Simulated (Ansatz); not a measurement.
`FC1=[CH][GeH2][CH2]1`. Total charge 0; spin multiplicity 1. All single points use the PBE0-D4/def2-TZVP geometry.

```xyz
10

F     1.236   -2.002   -0.550
C     0.556   -0.867   -0.366
C     0.202    0.010   -1.308
Ge   -0.643    1.108    0.047
C     0.110   -0.469    1.005
H     0.396   -0.036   -2.370
H    -2.176    1.221    0.018
H    -0.002    2.468    0.362
H    -0.606   -1.156    1.460
H     0.927   -0.277    1.703
```

(1) What is the dipole moment at ωB97M-V/def2-TZVPP? (Best estimate.)

(2) And with PBE, r2SCAN, B3LYP? (An estimate is asked.)

(3) Give the Mulliken charges with ωB97M-V, B3LYP, PBE in def2-TZVPP. (Estimate.)

## Answers

(1) Computed: 1.37 D, with components (-0.69, 1.05, 0.55) D in this frame, pointing from negative to positive charge.

(2) The calculation gave: PBE 1.14 D, r2SCAN 1.22 D, B3LYP 1.33 D.

(3) Computed: 
```json
{"atom": "F1", "ωB97M-V": "-0.19", "B3LYP": "-0.20", "PBE": "-0.15"}
{"atom": "C2", "ωB97M-V": "0.22", "B3LYP": "0.22", "PBE": "0.17"}
{"atom": "C3", "ωB97M-V": "-0.26", "B3LYP": "-0.25", "PBE": "-0.21"}
{"atom": "Ge4", "ωB97M-V": "0.17", "B3LYP": "0.20", "PBE": "0.17"}
{"atom": "C5", "ωB97M-V": "-0.35", "B3LYP": "-0.28", "PBE": "-0.24"}
{"atom": "H6", "ωB97M-V": "0.11", "B3LYP": "0.11", "PBE": "0.09"}
{"atom": "H7", "ωB97M-V": "0.02", "B3LYP": "-0.01", "PBE": "-0.01"}
{"atom": "H8", "ωB97M-V": "0.02", "B3LYP": "-0.01", "PBE": "-0.01"}
{"atom": "H9", "ωB97M-V": "0.13", "B3LYP": "0.11", "PBE": "0.10"}
{"atom": "H10", "ωB97M-V": "0.13", "B3LYP": "0.11", "PBE": "0.10"}
```

B3LYP here is the variant with VWN-RPA as its local correlation; programs differ in this.
